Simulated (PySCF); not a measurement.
C₆H₅F₂O (doublet state).
Geometry (GFN2-xTB, Å), atoms numbered from 1 in this order:
```xyz
14
C6H5F2O angstrom
O     -2.194   -0.940   -1.011
C     -1.051   -0.436   -0.492
C     -1.089    0.603    0.465
F     -2.305    1.069    0.840
C      0.067    1.129    1.047
C      1.287    0.667    0.676
C      1.441   -0.392   -0.358
F      2.212   -1.448    0.165
C      0.159   -0.925   -0.887
H     -2.957   -0.491   -0.620
H     -0.039    1.898    1.795
H      2.191    1.031    1.136
H      2.073   -0.023   -1.189
H      0.203   -1.740   -1.589
```

The hyperfine couplings belong to this conformer and change with its torsions.

The species is `OC1=C(F)C=C[C@@H](F)[CH]1` [radical].

Computed with UKS B3LYP, pcH-1 on C F H O, non-relativistic, mean-field spin-orbit, GIAO (PySCF 2.14.0). One conformer (not necessarily the lowest) at the GFN2-xTB geometry, without solvent, vibrations or thermal averaging. Couplings are sensitive to structure, and on GFN2-xTB geometries they can be far from those on DFT ones. No stability test was run, so a lower SCF solution isn't excluded. ⟨S²⟩ is 0.785 where a pure state has 0.75.

Principal values of hyperfine tensors in MHz (contact and dipolar terms together), for some of the nuclei:

| atom | isotope | A1 | A2 | A3 |
| --- | --- | --- | --- | --- |
| F8 | 19F | 234.00 | 240.59 | 490.89 |
| H13 | 1H | 117.69 | 118.55 | 123.12 |
| F4 | 19F | -68.53 | -42.04 | 362.46 |
| C3 | 13C | 9.35 | 9.97 | 148.43 |
| C6 | 13C | 3.88 | 6.20 | 106.87 |
| C5 | 13C | -60.43 | -25.93 | -22.93 |
| C9 | 13C | 3.18 | 5.38 | 97.42 |
| H12 | 1H | -45.28 | -30.08 | -10.79 |

(1) Split each tensor into its isotropic and traceless parts, and turn a_iso into mT with g = 2.0025.

(2) What spin density at the nucleus of F4 lies behind its contact coupling (g_N = 5.25774)?

(3) C2 (13C, g_N = 1.40482) isn't in the table. Its spin density at the nucleus is -0.03219 bohr⁻³. What is its contact coupling?

(4) Which nucleus of the table has the largest anisotropic coupling, and what is its form?

(5) What first-order splitting does H13 cause when the field lies along A1, A2 or A3 of its tensor (g taken as isotropic, no quadrupole term)?

## Answers

(1) a_iso is a third of the trace, T = A − a_iso, and a(mT) = a(MHz)/(g × 13.996).

```json
{"atom": "F8", "a_iso (MHz)": "321.83", "a_iso (mT)": "11.482", "T1": "-87.83", "T2": "-81.24", "T3": "169.07"}
{"atom": "H13", "a_iso (MHz)": "119.79", "a_iso (mT)": "4.274", "T1": "-2.10", "T2": "-1.23", "T3": "3.33"}
{"atom": "F4", "a_iso (MHz)": "83.96", "a_iso (mT)": "2.996", "T1": "-152.49", "T2": "-126.00", "T3": "278.49"}
{"atom": "C3", "a_iso (MHz)": "55.92", "a_iso (mT)": "1.995", "T1": "-46.56", "T2": "-45.95", "T3": "92.51"}
{"atom": "C6", "a_iso (MHz)": "38.98", "a_iso (mT)": "1.391", "T1": "-35.11", "T2": "-32.78", "T3": "67.89"}
{"atom": "C5", "a_iso (MHz)": "-36.43", "a_iso (mT)": "-1.300", "T1": "-24.00", "T2": "10.50", "T3": "13.50"}
{"atom": "C9", "a_iso (MHz)": "35.32", "a_iso (mT)": "1.260", "T1": "-32.14", "T2": "-29.95", "T3": "62.09"}
{"atom": "H12", "a_iso (MHz)": "-28.72", "a_iso (mT)": "-1.025", "T1": "-16.56", "T2": "-1.36", "T3": "17.93"}
```

(2) a_FC = (2μ0/3) gₑ μB g_N μN ρ(0)/(2S·h) = 800.24 MHz × g_N × ρ(0)/(2S), with ρ in bohr⁻³. With a_FC = 83.96 MHz and 2S = 1, ρ(0) = 0.01996 bohr⁻³.

(3) By the same relation, a_FC = -36.2 MHz. Its full tensor has the principal values -58.46, -25.89, -24.23 MHz.

(4) F4: -152.5, -126.0, 278.5 MHz, rhombic: the two smaller values differ by 10 % of the largest.

(5) 2 lines (I = 1/2), spaced by |A_i|/(g × 13.996): 4.20, 4.23, 4.39 mT along the axes of A1, A2 and A3.
